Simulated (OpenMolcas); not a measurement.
Cr2+ with 6 ligands (sulfide) in trigonal antiprismatic coordination (D3d), a polar angle of 53.1° against the regular 54.74°. A charge of +1.67 e stands 2.6 Å behind each ligand. Ligand basis ANO-RCC-VDZP.

| Item | Value |
| --- | --- |
| Program | OpenMolcas 26.06 |
| Method | SS-CASPT2, IPEA 0.25 Eh, imaginary shift 0.1 Eh (closed shells correlated: 3s 3p and the ligand valence shells) |
| Basis | ANO-RCC-VTZP [6s5p3d2f1g] |
| Scalar Hamiltonian | DKH2, point nucleus |
| Active space | 4 electrons in 5 orbitals (3d) |
| State averaging | 2S+1 = 5 even, 5 roots; 2S+1 = 3 even, 45 roots; 2S+1 = 1 even, 50 roots |
| Spin-orbit coupling | RASSI with atomic mean-field integrals over the reference wave functions |

All ligands move together. At R = 2.52 Å the first state of the same spin is 2510 cm-1, and at R = 2.58 Å it is 2330 cm-1.

A third run gives 2190 cm-1. What distance was it run at?

With a power law R^-n the two known points give n = -ln(2330 / 2510) / ln(2.58 / 2.52) = 3.16. Then R = 2.52 × (2510 / 2190)^(1/3.16) = 2.631 Å. The run was at 2.63 Å, so the estimate is off by +0.001 Å.

Roots that are degenerate in the reference are averaged as groups; the widest CASPT2 spread within a group is 620 cm-1 (the 2-fold group of multiplicity 1 near 58500 cm-1 above the lowest state of its run, R = 2.52). Shifts and gaps below about the spread of the groups concerned are not significant. Over all roots computed the reference weight is 0.60 to 0.63 in R = 2.52, 0.61 to 0.63 in R = 2.58, 0.61 to 0.64 in R = 2.63; a low but even weight reflects the number of correlated electrons. An orbital doublet at a regular site is open to a Jahn-Teller distortion, which this geometry leaves out. The sulfide ions are held by bare point charges, a crude embedding. Ligand-to-metal charge-transfer states are missing. With no ligand orbital active B as a rule stays too high, so bands that hang on it stand too high and its fall with covalency is understated. With one d shell and no ligand orbital active, 10Dq can be off by tens of per cent for divalent 3d ions, low with halides held by bare charges and at times high in hosts. Free-ion shares, where given, are those of the reference states; single-state CASPT2 does not remix them. A group larger than the point group allows holds several states that coincide in this model. No measured value stands beside these numbers; the geometry is a model, was not optimised and need not be the one that this ion takes.
